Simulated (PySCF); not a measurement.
## Two-component Hartree-Fock for Fe²⁵⁺ (iron, charge +25)

Start: 1s1; 1s1/2 filled at m_j = +1/2. Calculated with PySCF 2.14 in an uncontracted even-tempered set (15 s from 31 bohr⁻², ratio 2.4; 9 p from 40 bohr⁻², ratio 2.4; 3 d from 120 bohr⁻², ratio 2.6; 3 f from 180 bohr⁻², ratio 2.6): generalised Hartree-Fock with the X2C-1e Hamiltonian and a Gaussian nucleus; one run each with spin-orbit coupling (SO) switched off, then screened by Boettger's factors, then bare.

| spinor shell | electrons | ε, spin-free (eV) | ε, screened SO (eV) | ε, bare SO (eV) | weight of nominal j (screened SO) | rms radius, screened SO (bohr) |
| --- | --- | --- | --- | --- | --- | --- |
| 1s1/2 | 1 | -9281.7 | -9281.7 | -9281.7 | 1.000 | 0.0656 |

```tsv
quantity	spin-free	screened SO	bare SO
E (hartree)	-341.09543	-341.09543	-341.09543
M_J	1/2	1/2	1/2
⟨J²⟩	0.750	0.750	0.750
⟨L²⟩	0.000	0.000	0.000
⟨S²⟩	0.750	0.750	0.750
```

Without spin-orbit coupling the j labels of p, d and f shells carry no meaning; the spin-free column gives the mean over the occupied spinors of each nl shell.
